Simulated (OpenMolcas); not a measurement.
# Mg+: input and output

Input:

```
&GATEWAY
Coord
1

Mg 0.0 0.0 0.0
Basis=ANO-L-VQZP
Group=XYZ
NoMove
AngMom=0.0 0.0 0.0
AMFI
&SEWARD
&RASSCF
FileOrb=start.orb
Symmetry=1
Spin=2
nActEl=1 0 0
Inactive=2 3
Ras2=1 3
CIRoot=1 1 1
SDav=1
CIMx=300
Iter=120 100
PrWF=0.3
OrbListing=Nothing
MaxOrb=0
Atom
>>> COPY $Project.JobIph JOBPRE
&RASSCF
FileOrb=start.orb
Symmetry=1
Spin=2
nActEl=1 0 0
Inactive=2 3
Ras2=2 6
CIRoot=1 1 1
SDav=2
CIMx=300
Iter=120 100
PrWF=0.3
OrbListing=Nothing
MaxOrb=0
Atom
>>> COPY $Project.JobIph JOB001
&RASSCF
FileOrb=start.orb
Symmetry=2
Spin=2
nActEl=1 0 0
Inactive=2 3
Ras2=2 6
CIRoot=3 3 1
SDav=6
CIMx=300
Iter=120 100
PrWF=0.3
OrbListing=Nothing
MaxOrb=0
Atom
>>> COPY $Project.JobIph JOB002
&RASSI
NrOfJobIphs=2 1 3
1
1 2 3
IphNames
JOB001
JOB002
EJob
SpinOrbit
DIPRint=1.0
SOCoupling=1000.0
Subsets=2
MEES
Property=10
'ANGMOM' 1 'ANGMOM' 2 'ANGMOM' 3 'MLTPL  1' 1 'MLTPL  1' 2 'MLTPL  1' 3
'AMFI' 1 'AMFI' 2 'AMFI' 3 'MLTPL  2' 6
SOProperty=3
'ANGMOM' 1 'ANGMOM' 2 'ANGMOM' 3
```

Launched by
```bash
OMP_NUM_THREADS=1 MOLCAS_MEM=2252 MOLCAS_PROJECT=a pymolcas a.inp > a.log  # once for each step of the input, in one work folder
```

A driver script runs the steps one by one and writes start.orb anew before each from the orbitals found so far.

Output, cut to the results:

```
--- SEWARD ---
Basis set label: MG.ANO-L...6S5P3D2F.

      Electronic valence basis set:
      ------------------
      Associated Effective Charge  12.000000 au
      Associated Actual Charge     12.000000 au
      Nuclear Model: Point charge

      Shell  nPrim  nBasis  Cartesian Spherical Contaminant
         s      17       6        X
         p      12       5        X
         d       5       3                 X
         f       4       2                 X
                  Atomic mean-field integrals
--- RASSCF ---
Wave function specifications:
      -----------------------------

      Number of closed shell electrons          10
      Number of electrons in active shells       1
      Max number of holes in RAS1 space          0
      Max nr of electrons in RAS3 space          0
      Number of inactive orbitals                5
      Number of active orbitals                  8
      Number of secondary orbitals              37
      Spin quantum number                      0.5
      State symmetry                             1
Orbital specifications:
      -----------------------

      Symmetry species                           1   2
                                                ag  au
      Frozen orbitals                            0   0
      Inactive orbitals                          2   3
      Active orbitals                            2   6
      RAS1 orbitals                              0   0
      RAS2 orbitals                              2   6
      RAS3 orbitals                              0   0
      Secondary orbitals                        17  20
      Deleted orbitals                           0   0
      Number of basis functions                 21  29
      Number of CSFs                             2
      Number of root(s) required                 1
      Iter CI   SX   CI       RASSCF       Energy    max ROT     max BLB   max BLB  Level Ln srch  Step   QN
          iter iter root      energy       change     param      element    value   shift minimum  type update
 Nr of preliminary CI iterations:   1
 ###############################################################################
 ###############################################################################
 ###                                                                         ###
 ###                                                                         ###
 ###    WARNING: Problems in orbital optimization.                           ###
 ###                                                                         ###
 ###                                                                         ###
 ###############################################################################
 ###############################################################################
  Warning: In symmetry  1, orbital p=   4 has diagonal density matrix element D(p,p) close to zero. D(p,p)=  1.831794E-29
 ###############################################################################
        ...
  Warning: In symmetry  2, orbital p=   7 has diagonal density matrix element D(p,p) close to zero. D(p,p)=  0.000000E+00
  Warning: In symmetry  2, orbital p=   8 has diagonal density matrix element D(p,p) close to zero. D(p,p)=  0.000000E+00
  Warning: In symmetry  2, orbital p=   9 has diagonal density matrix element D(p,p) close to zero. D(p,p)=  0.000000E+00
        4   1    1    1  -199.37112198    2.84E-14   0.00E+00    3   5 1  3.25E-08   0.50   0.00    SX    NO
      Convergence after  4 iterations
        5   1    1    1  -199.37112198   -1.71E-13   0.00E+00    3   5 1  3.25E-08   0.50   0.00    SX    NO
      Natural orbitals and occupation numbers for root  1
      sym 1:   1.000000   0.000000
      sym 2:   0.000000   0.000000   0.000000   0.000000   0.000000   0.000000
::    RASSCF root number  1 Total energy:   -199.37112198
--- RASSCF ---
Wave function specifications:
      -----------------------------

      Number of closed shell electrons          10
      Number of electrons in active shells       1
      Max number of holes in RAS1 space          0
      Max nr of electrons in RAS3 space          0
      Number of inactive orbitals                5
      Number of active orbitals                  8
      Number of secondary orbitals              37
      Spin quantum number                      0.5
      State symmetry                             2
Orbital specifications:
      -----------------------

...
--- RASSI ---
SPIN-FREE ENERGIES:
  (Shifted by EMIN (a.u.) =       -199.3711219822)

 SF State       Relative EMIN(au)   Rel lowest level(eV)    D:o, cm**(-1)      L_eff

     1             0.0000000000        0.0000000000              0.0000         0.0
     2             0.1572112674        4.2779365185          34503.8850         1.0
     3             0.1572112674        4.2779365185          34503.8850         1.0
     4             0.1572112674        4.2779365185          34503.8850         1.0
     Dipole printing threshold changed to   1.00000000E+00

++ Dipole transition strengths (spin-free states):
   -----------------------------------------------
     for osc. strength at least  1.00000000E+00

  ( Max oscillator strength is only   0.31767387462342800      )
--
Eigenvalues of complex Hamiltonian:
   -----------------------------------
  (Shifted by EMIN (a.u.) =       -199.3711219822)

 SO State       Relative EMIN(au)   Rel lowest level(eV)    D:o, cm**(-1)     J-value

     1             0.0000000000        0.0000000000              0.0000         0.4
     2             0.0000000000        0.0000000000              0.0000         0.4
     3             0.1570100629        4.2724614657          34459.7257         0.4
     4             0.1570100629        4.2724614657          34459.7257         0.4
     5             0.1573118696        4.2806740449          34525.9646         1.4
     6             0.1573118696        4.2806740449          34525.9646         1.4
     7             0.1573118696        4.2806740449          34525.9646         0.8
     8             0.1573118696        4.2806740449          34525.9646         0.8
Weights of the five most important spin-orbit-free states for each spin-orbit state.

 SO State  Total energy (au)           Spin-free states, spin, and weights
 -------------------------------------------------------------------------------------------------------
...
```

The J values that RASSI prints are effective ones from its own formula and need not be integers or half-integers; the table below assigns J from the states.

Levels above the lowest, from the spin-orbit matrix, grouped by J:

| Configuration | Term | J | E (cm-1) | Measured (cm-1) | Term weight % |
| --- | --- | --- | --- | --- | --- |
| 3s | 2S | 1/2 | 0.0 | 0.0 | 100 |
| 3p | 2P* | 1/2 | 34460 | 35669 | 100 |
| 3p | 2P* | 3/2 | 34526 | 35761 | 100 |

Against the 2 measured excited levels shown (NIST Handbook of Basic Atomic Spectroscopic Data) the mean absolute deviation is 1200 cm-1; the largest miss in energy is 3p 2P* 3/2: computed 34526, measured 35761 cm-1 (-3.5 %).

With one active electron outside closed inactive shells, the extra shells (4p 4s) add no correlation to the reference. ANO sets are built for ground and valence states and can reach diffuse excited orbitals poorly. With one active electron the reference holds no correlation, so core polarisation is missing. Computed and measured levels are paired by configuration, term and J; levels that our copy of the source lacks, or whose pairing is in doubt (as where it misses far off the trend of its configuration), stay unpaired and out of the deviations. Levels of configurations outside the active space are missing. The first state left out of the spin-orbit step lies near 74000 cm-1 above the lowest spin-free state of the reference (among the parities and spins computed), and the list stops at four fifths of that energy or lower.

The term weight is that of the spin-free term in the level, not the purity of its configuration. * marks odd parity.
